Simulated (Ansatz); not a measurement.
Mulliken charges of CH5BClNO (`NB(Cl)CO`) from PBE/def2-TZVPP in Ansatz (PBE0-D4/def2-TZVP geometry).

```csv
atom,x (Å),y (Å),z (Å),charge (e)
N1,-1.645,0.421,0.076,-0.234
B2,-0.343,0.244,-0.363,0.101
Cl3,0.090,0.839,-1.987,-0.204
C4,0.765,-0.502,0.476,-0.028
O5,2.103,-0.181,0.157,-0.322
H6,-2.362,0.844,-0.487,0.178
H7,-1.952,0.128,0.988,0.174
H8,0.626,-0.293,1.544,0.067
H9,0.591,-1.587,0.363,0.084
H10,2.128,0.088,-0.767,0.183
```

Q: By hand: the dipole of these point charges (1 e Å = 4.8032 D).

A: Σ q r = (-0.646, -0.137, 0.366) e Å, of length 0.755 e Å = 3.63 D.

Q: How does the dipole of the full density compare? (Best estimate.)

A: Ansatz gave: (-0.670, -0.018, 0.147) e Å, 3.30 D; the point charges give 1.10 times that, at 19° from its direction.

Point charges leave out the atoms' own dipoles, such as those of lone pairs, and Mulliken's split depends on the basis, so the two needn't agree.
